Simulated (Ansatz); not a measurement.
Cost and result for the atomization energy of Cl₂F₂H₃NSi₂ (`F[SiH2]N[Si](F)(Cl)Cl`) (10 atoms, 9 bonds).

```xyz
10

F    -1.8245    0.2235    1.7874
Si   -0.8187    1.0576    0.8720
N    -0.3302    0.1516   -0.5090
Si    0.9478   -0.9425   -0.7067
F     2.2001   -0.2768   -1.4063
Cl    0.3841   -2.4755   -1.9058
Cl    1.5660   -1.6040    1.1021
H     0.3637    1.3790    1.6925
H    -1.5567    2.2450    0.3921
H    -0.9315    0.2422   -1.3182
```

Charge 0, multiplicity 1. All single points use the PBE0-D4/def2-TZVP geometry. It is one conformer, not always the lowest. Program: Ansatz. All runs use 2 threads of an AMD EPYC 7R13 on a shared host and a share of an NVIDIA H100 80 GB. Times are those of one run each, without the atoms' runs, and a repeat can differ threefold. Electronic energies, without spin–orbit coupling; frozen cores. CCSD(T)/CBS adds CCSD(T) − MP2 in def2-TZVPP to the MP2 limit, and its time is that of the two runs behind it. T1 = 0.011. B3LYP takes the VWN-RPA correlation (the form of Gaussian; ORCA's B3LYP/G).

CCSD(T)/CBS is a level of theory with its own doubt, some kJ/mol a heavy atom from the limit and from the frozen cores, so smaller differences don't rank the functionals.

```
                             level  functions  wall time  atomization (kJ/mol)  difference from CCSD(T)/CBS  per bond
                PBE0-D4/def2-TZVPP        303      1.4 s                3737.3                        -55.6      -6.2
 B3LYP-D4/def2-TZVPP (with forces)        303      1.9 s                3739.6                        -53.3      -5.9
  ωB97M-V/def2-TZVPP (with forces)        303      2.7 s                3796.3                          3.4       0.4
                ωB97X-V/def2-TZVPP        303      3.1 s                3798.6                          5.7       0.6
r2SCAN-D4/def2-TZVPP (with forces)        303      3.3 s                3778.4                        -14.5      -1.6
                 B2PLYP/def2-TZVPP        303      3.5 s                3714.4                        -78.5      -8.7
   PBE-D4/def2-TZVPP (with forces)        303      3.6 s                3804.5                         11.6       1.3
                    MP2/def2-QZVPP        541      4.5 s                3872.4                         79.5       8.8
                CCSD(T)/def2-TZVPP        303      8.5 s                3656.6                       -136.3     -15.1
                 CCSD(T)/CBS(def2)          –       13 s                3792.9                          0.0       0.0
```

From PBE to PBE0 (25 % exact exchange), in def2-TZVPP and without D4, the atomization energy moves by −62.3 kJ/mol: exact exchange takes away binding that semilocal exchange gives to molecules. The D4 term adds +57.2 kJ/mol with B3LYP and +30.2 kJ/mol with PBE0; it sums over pairs of atoms, weighted by their polarisabilities, and B3LYP, whose exchange is more repulsive, gets the larger term. In def2-TZVPP, CCSD(T) changes the Hartree–Fock value by +897.3 kJ/mol (the triples alone add +63.2 kJ/mol) and MP2 by +1030.0 kJ/mol; breaking electron pairs costs correlation energy, which Hartree–Fock lacks.
